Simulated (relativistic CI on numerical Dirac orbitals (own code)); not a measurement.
# Line list: Electric-dipole lines, Er34+

These numbers are calculated, not measured: Dirac-Coulomb-Breit CI, orbitals from a KLI potential per configuration, model QED (radiative potential, 1s self-energy scaled to tabulated hydrogen-like ionisation energies), unscaled Slater integrals (own radial code, finite nucleus).

Configuration list (outside the closed core [Ar] 3d10): 4s2 4p4, 4s 4p5, 4s2 4p3 4d, 4p6, 4s 4p4 4d, 4s2 4p3 4f, 4s 4p4 4f, 4p5 4d, 4s 4p3 4d2, 4s2 4p2 4d 4f, 4p5 4f, 4p4 4d2, 4p3 4d3, 4p3 4d2 4f. Double excitations out of closed p, d and f shells are left out; levels of such configurations are missing from the list, as are those of other unlisted configurations, and high levels can miss mixing partners.

| λ vac (Å) | Lower | Upper | A (s⁻¹) | E lower (10³ cm⁻¹) | E upper (10³ cm⁻¹) |
| --- | --- | --- | --- | --- | --- |
| 57.200 | 4s 4p5 3P°_2 [10] | 4s 4p4 4d 3D_2 [93] | 4.27e+11 | 1095.5 | 2843.7 |
| 58.049 | 4s 4p5 3P°_2 [10] | 4s 4p4 4d 3S_1 [91] | 6.54e+11 | 1095.5 | 2818.1 |
| 58.947 | 4s2 4p4 1S_0 [2] | 4s2 4p3 4d 3D°_1 [36] | 6.30e+11 | 72.1 | 1768.5 |
| 59.356 | 4s2 4p4 3P_1 [3] | 4s2 4p3 4d 3D°_2 [45] | 4.19e+11 | 463.4 | 2148.2 |
| 59.955 | 4s2 4p4 3P_2 [1] | 4s2 4p3 4d 3D°_3 [30] | 1.34e+12 | 0.0 | 1667.9 |
| 60.213 | 4s2 4p4 3P_2 [1] | 4s2 4p3 4d 3P°_2 [29] | 1.27e+12 | 0.0 | 1660.8 |
| 60.322 | 4s2 4p4 3P_2 [1] | 4s2 4p3 4d 3S°_1 [28] | 1.24e+12 | 0.0 | 1657.8 |
| 60.578 | 4s2 4p4 1D_2 [4] | 4s2 4p3 4d 3D°_2 [45] | 4.77e+11 | 497.4 | 2148.2 |
| 60.623 | 4s2 4p4 3P_1 [3] | 4s2 4p3 4d 3P°_1 [41] | 8.76e+11 | 463.4 | 2113.0 |
| 60.707 | 4s2 4p4 1D_2 [4] | 4s2 4p3 4d 1F°_3 [44] | 1.19e+12 | 497.4 | 2144.7 |
| 60.740 | 4s2 4p4 1S_0 [2] | 4s2 4p3 4d 3D°_1 [32] | 7.59e+11 | 72.1 | 1718.4 |
| 61.100 | 4s2 4p4 3P_1 [3] | 4s2 4p3 4d 3P°_0 [40] | 1.37e+12 | 463.4 | 2100.1 |
| 67.406 | 4s2 4p3 4d 3F°_2 [18] | 4s2 4p3 4f 3G_3 [108] | 3.07e+11 | 1482.7 | 2966.2 |
| 67.786 | 4s2 4p3 4d 3D°_2 [6] | 4s2 4p3 4f 3F_3 [70] | 4.25e+11 | 1045.9 | 2521.1 |
| 68.741 | 4s2 4p3 4d 5D°_1 [7] | 4s 4p4 4d 1D_2 [69] | 2.54e+11 | 1058.2 | 2512.9 |
| 68.961 | 4s2 4p3 4d 3F°_3 [9] | 4s2 4p3 4f 3G_4 [72] | 3.65e+11 | 1076.9 | 2527.0 |
| 69.240 | 4s2 4p3 4d 3F°_3 [9] | 4s2 4p3 4f 3F_3 [70] | 2.91e+11 | 1076.9 | 2521.1 |
| 70.014 | 4s2 4p3 4d 3G°_4 [20] | 4s2 4p3 4f 1H_5 [109] | 3.07e+11 | 1543.2 | 2971.5 |
| 72.429 | 4s2 4p3 4d 3F°_4 [26] | 4s2 4p3 4f 3G_5 [115] | 3.33e+11 | 1628.3 | 3008.9 |
| 73.447 | 4s2 4p3 4d 3F°_4 [11] | 4s2 4p3 4f 3G_4 [72] | 1.79e+11 | 1165.4 | 2527.0 |
| 73.464 | 4s2 4p3 4d 3F°_4 [11] | 4s2 4p3 4f 3G_5 [71] | 4.07e+11 | 1165.4 | 2526.7 |
| 73.497 | 4s2 4p4 3P_1 [3] | 4s2 4p3 4d 1D°_2 [39] | 5.61e+11 | 463.4 | 1824.0 |
| 73.560 | 4s2 4p3 4d 5D°_4 [25] | 4s2 4p3 4f 5F_5 [105] | 3.60e+11 | 1588.8 | 2948.2 |
| 73.775 | 4s 4p5 3P°_2 [10] | 4s 4p4 4d 3D_3 [66] | 2.53e+11 | 1095.5 | 2450.9 |
| 73.783 | 4s2 4p3 4d 1F°_3 [33] | 4s2 4p3 4f 1G_4 [125] | 3.99e+11 | 1725.7 | 3081.0 |
| 73.908 | 4s2 4p4 3P_0 [5] | 4s2 4p3 4d 1P°_1 [60] | 1.01e+12 | 992.0 | 2345.0 |
| 73.976 | 4s2 4p3 4d 3D°_2 [13] | 4s2 4p3 4f 3F_3 [77] | 3.57e+11 | 1238.6 | 2590.4 |
| 74.239 | 4s2 4p3 4d 3F°_4 [42] | 4s2 4p3 4f 3G_5 [167] | 3.49e+11 | 2119.5 | 3466.5 |
| 74.267 | 4s2 4p3 4d 3G°_5 [27] | 4s2 4p3 4f 3H_6 [114] | 3.08e+11 | 1643.1 | 2989.6 |
| 75.261 | 4s2 4p3 4d 3D°_3 [14] | 4s2 4p3 4f 3F_3 [77] | 2.41e+11 | 1261.7 | 2590.4 |
| 75.381 | 4s2 4p4 1D_2 [4] | 4s2 4p3 4d 1D°_2 [39] | 3.72e+11 | 497.4 | 1824.0 |
| 75.391 | 4s2 4p3 4d 3D°_1 [15] | 4s2 4p3 4f 3F_2 [78] | 5.06e+11 | 1311.9 | 2638.4 |
| 75.796 | 4s2 4p4 1D_2 [4] | 4s2 4p3 4d 3S°_1 [38] | 7.81e+11 | 497.4 | 1816.8 |
| 76.625 | 4s2 4p4 3P_1 [3] | 4s2 4p3 4d 3D°_1 [36] | 2.11e+11 | 463.4 | 1768.5 |
| 76.881 | 4s2 4p3 4d 3D°_3 [14] | 4s2 4p3 4f 3F_4 [74] | 3.32e+11 | 1261.7 | 2562.4 |
| 77.594 | 4s2 4p4 3P_1 [3] | 4s2 4p3 4d 3D°_2 [35] | 1.61e+11 | 463.4 | 1752.2 |
| 77.720 | 4s2 4p4 1D_2 [4] | 4s2 4p3 4d 1F°_3 [37] | 3.78e+11 | 497.4 | 1784.1 |
| 78.755 | 4s2 4p3 4d 3F°_4 [11] | 4s 4p4 4d 5P_3 [64] | 2.05e+11 | 1165.4 | 2435.2 |
| 79.150 | 4s2 4p3 4d 3F°_3 [9] | 4s 4p4 4d 3D_2 [59] | 2.87e+11 | 1076.9 | 2340.3 |
| 79.258 | 4s2 4p4 3P_2 [1] | 4s2 4p3 4d 3D°_3 [14] | 2.70e+11 | 0.0 | 1261.7 |
| 79.697 | 4s2 4p4 1D_2 [4] | 4s2 4p3 4d 3D°_2 [35] | 1.64e+11 | 497.4 | 1752.2 |
| 80.655 | 4s2 4p4 1S_0 [2] | 4s2 4p3 4d 3D°_1 [15] | 2.56e+11 | 72.1 | 1311.9 |
| 80.736 | 4s2 4p4 3P_2 [1] | 4s2 4p3 4d 3D°_2 [13] | 2.30e+11 | 0.0 | 1238.6 |
| 81.631 | 4s2 4p4 3P_2 [1] | 4s 4p5 3P°_1 [12] | 1.98e+11 | 0.0 | 1225.0 |
| 82.568 | 4s2 4p3 4d 3F°_3 [9] | 4s 4p4 4d 3G_3 [53] | 1.27e+11 | 1076.9 | 2288.0 |

Terms are leading LS components. Brackets give the number of a level in order of energy, since labels repeat. The list gives strong lines, with weight on those to low levels, without lines whose two gauges differ by over a factor of 2.5, among the lowest 200 of 2773 levels, so that lines to higher ones, which can be the strongest, are missing. Levels whose partners in the same complex of configurations lie outside the list can be far off, and so can their lines. Rates are taken at the computed energies, electric ones in the length gauge.

At this charge energies of transitions that change n are usually good to better than 1 %, and those within a shell (Δn = 0) to a few per cent.

LS names give the leading component of a level, which can be under half, so a name can repeat, a term be missing and a line seem to break the LS rules.
